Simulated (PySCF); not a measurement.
H$_{2}$O$_{2}$Si, singlet, geometry from GFN2-xTB; PBE0/def2-SVP, polarisability in PySCF.

PySCF was given this input:
```python
from pyscf import gto, scf, dft
from pyscf.prop import polarizability

mol = gto.Mole()
mol.atom = '''
    Si    0.15319801   -0.38458992    0.45801823
    O     1.07296624    0.79473896   -0.15028089
    H     0.78344006    1.36574561   -0.86587358
    O    -1.19382305   -0.19849431   -0.49296207
    H    -1.96135769   -0.75144383   -0.40043795
'''
mol.basis = 'def2-svp'
mol.verbose = 4
mol.build()

mf = dft.RKS(mol)
mf.xc = 'pbe0'
mf.kernel()
alpha = mf.Polarizability().polarizability()[2, 2]
print('alpha_zz =', alpha)
```

### Question
What does PySCF print? Leave out banner, timings and long lists.

### Answer

```
site-packages/pyscf/prop/efg/rhf.py:45: UserWarning: Module EFG is under testing
  warnings.warn('Module EFG is under testing')
site-packages/pyscf/prop/efg/dhf.py:30: UserWarning: Module EFG is under testing
  warnings.warn('Module EFG is under testing')
site-packages/pyscf/prop/zfs/uhf.py:40: UserWarning: Module ZFS is under testing
  warnings.warn('Module ZFS is under testing')
site-packages/pyscf/prop/gtensor/uhf.py:43: UserWarning: Module g-tensor is under testing
  warnings.warn('Module g-tensor is under testing')
site-packages/pyscf/prop/gtensor/uks.py:41: UserWarning: Module g-tensor is under testing
  warnings.warn('Module g-tensor is under testing')
site-packages/pyscf/prop/hfc/uks.py:35: UserWarning: Module HFC is under testing
  warnings.warn('Module HFC is under testing')
site-packages/pyscf/prop/magnetizability/rhf.py:39: UserWarning: Module magnetizability is under testing
  warnings.warn('Module magnetizability is under testing')
site-packages/pyscf/prop/magnetizability/uhf.py:37: UserWarning: Module magnetizability is under testing
  warnings.warn('Module magnetizability is under testing')
site-packages/pyscf/prop/magnetizability/rks.py:37: UserWarning: Module magnetizability is under testing
  warnings.warn('Module magnetizability is under testing')
site-packages/pyscf/prop/magnetizability/uks.py:39: UserWarning: Module magnetizability is under testing
  warnings.warn('Module magnetizability is under testing')
site-packages/pyscf/prop/polarizability/uhf.py:34: UserWarning: Module polarizability is under testing
  warnings.warn('Module polarizability is under testing')
site-packages/pyscf/prop/polarizability/rks.py:29: UserWarning: Module polarizability is under testing
  warnings.warn('Module polarizability is under testing')
site-packages/pyscf/prop/polarizability/uks.py:29: UserWarning: Module polarizability is under testing
  warnings.warn('Module polarizability is under testing')
PySCF version 2.14.0

[INPUT] verbose = 4
[INPUT] num. atoms = 5
[INPUT] num. electrons = 32
[INPUT] charge = 0
[INPUT] spin (= nelec alpha-beta = 2S) = 0
[INPUT] symmetry False subgroup None
[INPUT] Mole.unit = angstrom
[INPUT] Symbol           X                Y                Z      unit          X                Y                Z       unit  Magmom
[INPUT]  1 Si     0.153198010000  -0.384589920000   0.458018230000 AA    0.289502281728  -0.726769619068   0.865529014758 Bohr   0.0
[INPUT]  2 O      1.072966240000   0.794738960000  -0.150280890000 AA    2.027612334504   1.501838974922  -0.283989723856 Bohr   0.0
[INPUT]  3 H      0.783440060000   1.365745610000  -0.865873580000 AA    1.480487148413   2.580885158727  -1.636263924697 Bohr   0.0
[INPUT]  4 O     -1.193823050000  -0.198494310000  -0.492962070000 AA   -2.255998605693  -0.375099883185  -0.931563302099 Bohr   0.0
[INPUT]  5 H     -1.961357690000  -0.751443830000  -0.400437950000 AA   -3.706428866410  -1.420023036694  -0.756718055382 Bohr   0.0

nuclear repulsion = 104.345710357548
number of shells = 26
number of NR pGTOs = 98
number of NR cGTOs = 56
basis = def2-svp
ecp = {}

******** <class 'pyscf.dft.rks.RKS'> ********
method = RKS
initial guess = minao
damping factor = 0
level_shift factor = 0
DIIS = <class 'pyscf.scf.diis.CDIIS'>
diis_start_cycle = 1
diis_space = 8
diis_damp = 0
SCF conv_tol = 1e-09
SCF conv_tol_grad = None
SCF max_cycles = 50
direct_scf = True
direct_scf_tol = 1e-13
XC library pyscf.dft.libxc version 7.1.2
    S. Lehtola, C. Steigemann, M. J. T. Oliveira, and M. A. L. Marques,  SoftwareX 7, 1–5 (2018)
XC functionals = pbe0
    C. Adamo and V. Barone,  J. Chem. Phys. 110, 6158 (1999)
    M. Ernzerhof and G. E. Scuseria,  J. Chem. Phys. 110, 5029 (1999)
radial grids:
    Treutler-Ahlrichs [JCP 102, 346 (1995); DOI:10.1063/1.469408] (M4) radial grids

becke partition: Becke, JCP 88, 2547 (1988); DOI:10.1063/1.454033
pruning grids: <function nwchem_prune>
grids dens level: 3
symmetrized grids: False
atomic radii adjust function: <function treutler_atomic_radii_adjust>
small_rho_cutoff = 0
Set gradient conv threshold to 3.16228e-05
Initial guess from minao.
tot grids = 66960
init E= -440.884501782344
  HOMO = -0.270414371039967  LUMO = -0.081568909494472  gap/eV = 5.13875
cycle= 1 E= -440.533262554775  delta_E= 0.351  |g|= 0.945  |ddm|=  2.2
  HOMO = -0.172132633078749  LUMO = 0.00973211988271316  gap/eV = 4.94879
cycle= 2 E= -440.254360247247  delta_E= 0.279  |g|=  1.5  |ddm|= 1.55
  HOMO = -0.242632284269525  LUMO = -0.0223907053427306  gap/eV = 5.99308
cycle= 3 E= -440.701208032226  delta_E= -0.447  |g|= 0.0665  |ddm|= 1.02
  HOMO = -0.254139260142313  LUMO = -0.0296431134828694  gap/eV = 6.10885
cycle= 4 E= -440.702307250862  delta_E= -0.0011  |g|= 0.0222  |ddm|= 0.107
  HOMO = -0.251331468297348  LUMO = -0.0265049190947839  gap/eV = 6.11784
cycle= 5 E= -440.702387803033  delta_E= -8.06e-05  |g|= 0.0136  |ddm|= 0.0309
  HOMO = -0.250719339887494  LUMO = -0.0261714272651306  gap/eV = 6.11026
cycle= 6 E= -440.702423415861  delta_E= -3.56e-05  |g|= 0.00148  |ddm|= 0.00956
  HOMO = -0.25078934134421  LUMO = -0.0262684784977938  gap/eV = 6.10952
cycle= 7 E= -440.702423852472  delta_E= -4.37e-07  |g|= 0.000118  |ddm|= 0.0012
  HOMO = -0.250794983315729  LUMO = -0.0262706937216888  gap/eV = 6.10962
cycle= 8 E= -440.702423857221  delta_E= -4.75e-09  |g|= 3.41e-05  |ddm|= 0.00025
  HOMO = -0.250798335674683  LUMO = -0.0262741332136094  gap/eV = 6.10961
cycle= 9 E= -440.702423857482  delta_E= -2.61e-10  |g|= 5.97e-06  |ddm|= 4.05e-05
  HOMO = -0.250798228769058  LUMO = -0.0262740742852454  gap/eV = 6.10961
Extra cycle  E= -440.702423857482  delta_E= -4.55e-13  |g|= 6.27e-06  |ddm|= 9.71e-06
converged SCF energy = -440.702423857482
Isotropic polarizability 30.4516631959
Polarizability anisotropy 5.29505472659
alpha_zz = 27.873370676683763
```
